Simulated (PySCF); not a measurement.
Isomers of C3H4S3. Isolated molecules, 0 K electronic values unless said otherwise. One relaxed conformer stands for each flexible species; it need not be the lowest. Strings in code marks are SMILES.

The four lowest singlet excitations (Tamm–Dancoff). Computed with PySCF with PBE-D3(BJ)/def2-TZVP. Excitations are Tamm–Dancoff values on a coarser integration grid. The basis has no diffuse functions, so Rydberg states are missing or too high.

| state | energy (eV) | wavelength (nm) | oscillator strength |
|---|---|---|---|
| S1 | 2.97 | 418 | 0.012 |
| S2 | 4.25 | 292 | 0.025 |
| S3 | 4.46 | 278 | 0.006 |
| S4 | 4.52 | 275 | 0.011 |

### Question
Name which member gives these states.
A. `C1=CSSCS1`
B. `S=CC(=S)CS`
C. `SC1=CS[C@@H]1S` (H–S–C–C torsion -7°, S–C–S–H torsion -61°)
D. `SSC1=C(S)C1`

### Answer
D, `SSC1=C(S)C1`
